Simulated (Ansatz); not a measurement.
## Molecular dynamics of CLiOS, charge +1

Input file:

```yaml
crystal:
  periodic: [false, false, false]
  atoms:
    - { symbol: Li, position_ang: [0.138755, -0.375256, -2.167274] }
    - { symbol: O, position_ang: [0.036787, -0.097965, -0.568157] }
    - { symbol: C, position_ang: [-0.039942, 0.108373, 0.625362] }
    - { symbol: S, position_ang: [-0.1356, 0.364848, 2.110169] }
total_charge: 1
magnetization:
  spin_polarized: true
basis:
  gaussian: { orbitals: STO-3G }
hamiltonian:
  xc: hf
md:
  timestep: 1.0
  n_steps: 250
  ensemble: nvt_nose_hoover
  temperature: 300.0
  initial_velocities: maxwell_boltzmann
  seed: 999411
```

Run as:

```bash
$ ansatz run input.yaml --threads 1 --pin off --max-ram 2048MiB --backend cpu --events-out ev --progress --plain --runs-dir out
```

It starts from a relaxed structure.

Output, in part (one step line in 9, the closing report, with atoms numbered from 0; the dipole of an ion depends on the origin):

```
md step     0: t =     0.00 fs  T =   300.0 K  F+E_penalty+E_count = -13922.71181551 eV  E_kin = 0.077556 eV  conserved = -13922.63425951 eV  (52 SCF iters)
md step     9: t =     9.00 fs  T =   194.2 K  F+E_penalty+E_count = -13922.68429037 eV  E_kin = 0.050205 eV  conserved = -13922.63412760 eV  (34 SCF iters)
md step    18: t =    18.00 fs  T =   146.0 K  F+E_penalty+E_count = -13922.67158038 eV  E_kin = 0.037742 eV  conserved = -13922.63413095 eV  (34 SCF iters)
md step    27: t =    27.00 fs  T =   175.2 K  F+E_penalty+E_count = -13922.67862007 eV  E_kin = 0.045298 eV  conserved = -13922.63416682 eV  (34 SCF iters)
md step    36: t =    36.00 fs  T =   114.2 K  F+E_penalty+E_count = -13922.66189671 eV  E_kin = 0.029526 eV  conserved = -13922.63413397 eV  (34 SCF iters)
md step    45: t =    45.00 fs  T =    67.2 K  F+E_penalty+E_count = -13922.64916487 eV  E_kin = 0.017384 eV  conserved = -13922.63421591 eV  (34 SCF iters)
md step    54: t =    54.00 fs  T =    33.5 K  F+E_penalty+E_count = -13922.63991324 eV  E_kin = 0.008667 eV  conserved = -13922.63409087 eV  (35 SCF iters)
md step    63: t =    63.00 fs  T =   141.4 K  F+E_penalty+E_count = -13922.66622948 eV  E_kin = 0.036544 eV  conserved = -13922.63416500 eV  (34 SCF iters)
md step    72: t =    72.00 fs  T =   163.5 K  F+E_penalty+E_count = -13922.66908722 eV  E_kin = 0.042279 eV  conserved = -13922.63414118 eV  (34 SCF iters)
md step    81: t =    81.00 fs  T =   144.9 K  F+E_penalty+E_count = -13922.66046242 eV  E_kin = 0.037472 eV  conserved = -13922.63407738 eV  (35 SCF iters)
md step    90: t =    90.00 fs  T =   302.8 K  F+E_penalty+E_count = -13922.69612293 eV  E_kin = 0.078270 eV  conserved = -13922.63424050 eV  (34 SCF iters)
md step    99: t =    99.00 fs  T =   331.0 K  F+E_penalty+E_count = -13922.69433356 eV  E_kin = 0.085581 eV  conserved = -13922.63409313 eV  (35 SCF iters)
md step   108: t =   108.00 fs  T =   297.7 K  F+E_penalty+E_count = -13922.67630524 eV  E_kin = 0.076958 eV  conserved = -13922.63411553 eV  (34 SCF iters)
md step   117: t =   117.00 fs  T =   242.3 K  F+E_penalty+E_count = -13922.65491351 eV  E_kin = 0.062638 eV  conserved = -13922.63406837 eV  (70 SCF iters)
md step   126: t =   126.00 fs  T =   263.7 K  F+E_penalty+E_count = -13922.65181831 eV  E_kin = 0.068168 eV  conserved = -13922.63409014 eV  (36 SCF iters)
md step   135: t =   135.00 fs  T =   263.7 K  F+E_penalty+E_count = -13922.64392655 eV  E_kin = 0.068169 eV  conserved = -13922.63422310 eV  (34 SCF iters)
md step   144: t =   144.00 fs  T =    53.7 K  F+E_penalty+E_count = -13922.58398561 eV  E_kin = 0.013880 eV  conserved = -13922.63392690 eV  (36 SCF iters)
md step   153: t =   153.00 fs  T =    94.2 K  F+E_penalty+E_count = -13922.59225286 eV  E_kin = 0.024346 eV  conserved = -13922.63403022 eV  (36 SCF iters)
md step   162: t =   162.00 fs  T =   241.9 K  F+E_penalty+E_count = -13922.62494105 eV  E_kin = 0.062528 eV  conserved = -13922.63405165 eV  (35 SCF iters)
md step   171: t =   171.00 fs  T =   268.7 K  F+E_penalty+E_count = -13922.62118916 eV  E_kin = 0.069464 eV  conserved = -13922.63402264 eV  (34 SCF iters)
md step   180: t =   180.00 fs  T =   293.1 K  F+E_penalty+E_count = -13922.61958084 eV  E_kin = 0.075771 eV  conserved = -13922.63403259 eV  (36 SCF iters)
md step   189: t =   189.00 fs  T =   485.8 K  F+E_penalty+E_count = -13922.65828228 eV  E_kin = 0.125587 eV  conserved = -13922.63392706 eV  (35 SCF iters)
md step   198: t =   198.00 fs  T =   683.8 K  F+E_penalty+E_count = -13922.69582245 eV  E_kin = 0.176780 eV  conserved = -13922.63406523 eV  (33 SCF iters)
md step   207: t =   207.00 fs  T =   486.8 K  F+E_penalty+E_count = -13922.63600722 eV  E_kin = 0.125850 eV  conserved = -13922.63391274 eV  (34 SCF iters)
md step   216: t =   216.00 fs  T =   423.7 K  F+E_penalty+E_count = -13922.61542262 eV  E_kin = 0.109538 eV  conserved = -13922.63394615 eV  (36 SCF iters)
md step   225: t =   225.00 fs  T =   519.9 K  F+E_penalty+E_count = -13922.63753578 eV  E_kin = 0.134410 eV  conserved = -13922.63405398 eV  (35 SCF iters)
md step   234: t =   234.00 fs  T =   364.1 K  F+E_penalty+E_count = -13922.59577381 eV  E_kin = 0.094119 eV  conserved = -13922.63395167 eV  (35 SCF iters)
md step   243: t =   243.00 fs  T =    45.6 K  F+E_penalty+E_count = -13922.51298069 eV  E_kin = 0.011793 eV  conserved = -13922.63380229 eV  (37 SCF iters)
md step   250: t =   250.00 fs  T =    98.5 K  F+E_penalty+E_count = -13922.52655959 eV  E_kin = 0.025458 eV  conserved = -13922.63384732 eV  (86 SCF iters)
Total energy: -13922.52655959 eV, -511.6434140376 hartree
Atom 0 at     0.425350    -0.092592    -2.119627 Å, force    -0.241145    -0.244293     0.149366 eV/Å
Atom 1 at    -0.114331    -0.284075    -0.552155 Å, force     0.043000     1.088589     0.631795 eV/Å
Atom 2 at    -0.166055     0.100332     0.610821 Å, force     0.559462    -0.954655    -0.235597 eV/Å
Atom 3 at    -0.074979     0.399547     2.097317 Å, force    -0.361317     0.110359    -0.545564 eV/Å
Dipole moment:     0.362353    -0.013405    -1.745303 e Å
```

All steps were run. The conserved energy stayed within 0.12 meV per atom of its start (net change 0.1 meV per atom), so the integration is sound. A run of 0.25 ps of so small a system gives no equilibrium averages. Limits of this set-up: minimal basis.

The same pairs are bonded in the first frame and the last. Pairs count as bonded within 1.25 times the sum of covalent radii (0.12 Å more for H–H).

Last frame:

```xyz
4
Properties=species:S:1:pos:R:3
Li 0.425 -0.093 -2.120
O -0.114 -0.284 -0.552
C -0.166 0.100 0.611
S -0.075 0.400 2.097
```

The run took 62 s on 1 thread of Arm Neoverse V1, with other jobs on the host, peak memory 0.062 GiB.
